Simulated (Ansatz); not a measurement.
Reaction (ligand exchange at the Al–I bond): `[Cl][Al]([Cl])[I]` + HBr → `[Cl][Al]([Cl])[Br]` + HI

Calculated with Ansatz (gas phase, PBE0-D4/def2-TZVP geometries, no zero-point term in ΔE). CBS: MP2 limit from def2 TZ/QZ plus the TZ coupled-cluster correction, frozen cores. DFT in def2-TZVPP. def2 core potentials past Kr. For Br, I outer-core shells are correlated without core-valence functions, which leaves a few kJ/mol of doubt a bond. Scalar relativity is left out up to krypton.

```
        level  ΔE (eV)
    r2SCAN-D4    -0.10
MP2/CBS(def2)    -0.03
```

(1) What does CCSD(T)/CBS give? (Estimate.)

Largest T1 diagnostic among the species: 0.008.

Answers

(1) Computed: -0.08 eV. The listed levels differ from it by -0.02, 0.05 eV.

In def2-TZVPP, CCSD(T) changes the Hartree–Fock value by +0.04 eV (the triples alone add +0.01 eV) and MP2 by +0.08 eV. Leaving LDA and LC-ωPBE aside and taking each functional with its dispersion term where it has one, the values, not all of them listed here, spread over 0.08 eV, from B97M-V to PBE-D4. At CCSD(T), def2-SVP lies −0.04 eV from the extrapolated value and def2-TZVPP −0.03 eV.
